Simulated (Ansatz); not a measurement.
Two members of one family (Same ligands, another metal), computed with Ansatz in the gas phase; def2 core potentials for Zr, no spin–orbit coupling. The two geometries come from different levels. Binding counts from free atoms in the multiplicity of their measured ground term, without zero-point energy. A dash marks a value that wasn't run or was left out as unsound. The structures are stationary points that may keep the symmetry of their start. Remarks come from the PBE and PBE0 runs and from stability tests at other levels; not every state was tested. HOMO above LUMO (over both spins in singlets and doublets, within one spin in higher multiplets; at PBE or PBE0), or a gap under 0.15 eV within one spin, warns that the state may not be the lowest or that an electron is smeared out.

First: TiHCl3 (singlet, charge 0, PBE0-D4/def2-SVP geometry).

```csv
atom,x (Å),y (Å),z (Å)
Ti1,0.0118,-0.0186,0.0493
H2,-0.3528,0.5377,-1.4608
Cl3,-1.7906,-1.0569,0.6056
Cl4,0.4046,1.8041,1.1281
Cl5,1.7269,-1.2664,-0.3222
```

```
              level  HOMO (eV)  LUMO (eV)  gap (eV)  vertical IE (eV)  vertical triplet (eV)  binding per atom (eV)
    PBE-D4/def2-SVP      -7.95      -4.34      3.62                 –                      –                   3.56
   PBE-D4/def2-TZVP      -8.05      -4.44      3.61             11.27                   3.60                      –
r2SCAN-D4/def2-TZVP      -8.52      -4.40      4.12             11.42                   3.45                      –
 B3LYP-D4/def2-TZVP      -9.37      -3.68      5.69                 –                      –                   3.26
   PBE0-D4/def2-SVP      -9.56      -3.47      6.09                 –                      –                   3.27
```

Metal–donor distances: 1 × H 1.65 Å, 3 × Cl 2.15 Å.

Second: ZrHCl3 (singlet, charge 0, r2SCAN-D4/def2-SVP geometry).

| atom | x (Å) | y (Å) | z (Å) |
| --- | --- | --- | --- |
| Zr1 | 0.008 | -0.002 | 0.001 |
| H2 | -1.761 | 0.429 | -0.188 |
| Cl3 | 1.047 | 1.990 | 0.617 |
| Cl4 | 0.657 | -0.786 | -2.095 |
| Cl5 | 0.049 | -1.632 | 1.665 |

Task: Estimate the same table for the second.

Result: 
```json
{"level": "PBE-D4/def2-SVP", "HOMO (eV)": "-7.73", "LUMO (eV)": "-3.48", "gap (eV)": "4.25", "vertical IE (eV)": "–", "vertical triplet (eV)": "–", "binding per atom (eV)": "–"}
{"level": "PBE-D4/def2-TZVP", "HOMO (eV)": "-7.79", "LUMO (eV)": "-3.58", "gap (eV)": "4.21", "vertical IE (eV)": "10.80", "vertical triplet (eV)": "4.30", "binding per atom (eV)": "–"}
{"level": "r2SCAN-D4/def2-TZVP", "HOMO (eV)": "-8.19", "LUMO (eV)": "-3.46", "gap (eV)": "4.74", "vertical IE (eV)": "11.10", "vertical triplet (eV)": "4.28", "binding per atom (eV)": "–"}
{"level": "B3LYP-D4/def2-TZVP", "HOMO (eV)": "-9.00", "LUMO (eV)": "-2.95", "gap (eV)": "6.05", "vertical IE (eV)": "–", "vertical triplet (eV)": "–", "binding per atom (eV)": "3.68"}
{"level": "PBE0-D4/def2-SVP", "HOMO (eV)": "-9.22", "LUMO (eV)": "-2.70", "gap (eV)": "6.52", "vertical IE (eV)": "–", "vertical triplet (eV)": "–", "binding per atom (eV)": "3.78"}
```

Metal–donor distances: 1 × H 1.83 Å, 3 × Cl 2.33 Å. Remarks: gap within one spin near zero at PBE or PBE0 (+1 doublet), gap within one spin near zero at PBE or PBE0 (triplet).
